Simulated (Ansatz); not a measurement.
Geometry optimisation, RKS BLYP-D4/def2-SVP (Ansatz).

input.yaml

```yaml
crystal:
  periodic: [false, false, false]
  atoms:
    - { symbol: Si, position_ang: [-1.0593, -1.3175, -0.5101] }
    - { symbol: Si, position_ang: [0.7561, -0.3124, 0.2373] }
    - { symbol: Cl, position_ang: [2.1506, -1.5383, 1.142] }
    - { symbol: "N", position_ang: [0.4617, 1.1161, 1.29] }
    - { symbol: Al, position_ang: [1.2455, 1.8999, -0.2395] }
    - { symbol: H, position_ang: [-1.9671, -0.2318, -1.1341] }
    - { symbol: H, position_ang: [-0.7332, -2.2866, -1.5219] }
    - { symbol: H, position_ang: [-1.78, -1.8899, 0.5913] }
    - { symbol: H, position_ang: [-0.6262, 1.335, 1.2384] }
    - { symbol: H, position_ang: [1.6349, 3.1743, -1.0904] }
basis:
  gaussian: { orbitals: def2-SVP }
hamiltonian:
  xc: blyp
  dispersion: d4
relax:
  f_tol: 0.015
  max_steps: 40
```

Command:

```bash
$ ansatz run input.yaml --threads 2 --pin off --max-ram 3072MiB --backend cpu --events-out ev --progress --plain --runs-dir out
```

Task: Where does it end, and by what steps?

Result: The forces met the threshold. After 12 steps the energy has fallen by 1.264 eV; H9 moved furthest, 0.72 Å.

```tsv
step	energy less start (eV)	largest force component (eV/Å)	accepted
0	0.0000	2.874	yes
1	-0.6661	1.978	yes
2	-1.0124	0.960	yes
3	-1.1111	0.732	yes
4	-1.2088	0.422	yes
5	-1.2403	0.150	yes
6	-1.2540	0.116	yes
7	-1.2572	0.218	yes
8	-1.2626	0.088	yes
9	-1.2626	0.075	no
10	-1.2636	0.031	yes
11	-1.2639	0.017	yes
12	-1.2640	0.007	yes
```

```xyz
10
Properties=species:S:1:pos:R:3
Si -1.165 -1.468 -0.590
Si 0.706 -0.162 0.025
Cl 1.930 -1.538 1.105
N 0.331 1.337 0.934
Al 1.334 2.057 -0.383
H -2.127 -0.641 -1.397
H -0.742 -2.655 -1.407
H -1.869 -1.955 0.646
H -0.196 1.468 1.805
H 1.881 3.506 -0.735
```

Whether the end is a true minimum wasn't checked by a vibrational analysis.

Time of the run: 22 s on 2 threads of Intel(R) Xeon(R) Platinum 8375C CPU @ 2.90GHz (Ice Lake), on a shared host, peak memory 0.18 GiB.
